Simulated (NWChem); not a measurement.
SiNH₃F₂; SMILES [SiH](F)(F)N

```xyz
7

Si     0.3146     0.0730     0.0049
N     -0.0961    -1.5660    -0.0998
F     -0.0954     0.8067    -1.3721
F     -0.5073     0.8915     1.1323
H      1.7539     0.2276     0.2886
H     -1.0070    -1.8910    -0.4012
H      0.4202    -2.2735     0.4075
```
Atoms are numbered in this order, from 1.

Results from NWChem. Structure relaxed at the PBE0/def2-SVP level. Level: B3LYP/def2-SVP with SMD (1 M gas to 1 M solution), gas-phase geometry. Reactions with the solvent are ignored.

Problem. Predict the results for solvent dimethyl sulfoxide. Quantities: solvation free energy (kcal/mol); cavity-dispersion-structure term (kcal/mol); dipole in solution (D).

Solution. 
| Item | Result |
|---|---|
| solvation free energy (kcal/mol) | -3.8 |
| cavity-dispersion-structure term (kcal/mol) | 2.2 |
| dipole in solution (D) | 3.35 |
